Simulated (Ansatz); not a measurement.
`CC(C)=CO` and `CC(C)=C[SiH3]` differ in one atom or group.

Ansatz, PBE0-D4/def2-TZVP geometries, multiplicity 1. Each molecule was computed in one conformer, which needn't be the lowest.

```
                               property  `CC(C)=CO`
   HOMO–LUMO gap (PBE0/def2-TZVPP) / eV        7.02
    HOMO–LUMO gap (PBE/def2-TZVPP) / eV        4.95
      HOMO energy (PBE/def2-TZVPP) / eV       -4.86
    HOMO energy (B3LYP/def2-TZVPP) / eV       -5.83
HOMO–LUMO gap (ωB97M-V/def2-TZVPP) / eV       10.67
     HOMO energy (PBE0/def2-TZVPP) / eV       -6.03
```

Give the same properties after the change, and the shifts. (Estimate.)

The calculation gave: 
| property | `CC(C)=C[SiH3]` | shift |
| --- | --- | --- |
| HOMO–LUMO gap (PBE0/def2-TZVPP) / eV | 6.91 | -0.11 |
| HOMO–LUMO gap (PBE/def2-TZVPP) / eV | 4.87 | -0.08 |
| HOMO energy (PBE/def2-TZVPP) / eV | -6.13 | -1.27 |
| HOMO energy (B3LYP/def2-TZVPP) / eV | -7.00 | -1.17 |
| HOMO–LUMO gap (ωB97M-V/def2-TZVPP) / eV | 11.07 | 0.40 |
| HOMO energy (PBE0/def2-TZVPP) / eV | -7.21 | -1.18 |

With PBE0 the HOMO falls by 1.18 eV and the LUMO falls by 1.30 eV, so the gap narrows by about 0.12 eV. PBE moves the HOMO by -1.27 eV and ωB97M-V by -1.15 eV. The zero-point energy changes by 26.4 kJ/mol with +6 modes.

Positive LUMOs are unbound, so they and the gaps depend on the basis.

B3LYP here is the variant with VWN-RPA as its local correlation; programs differ in this.
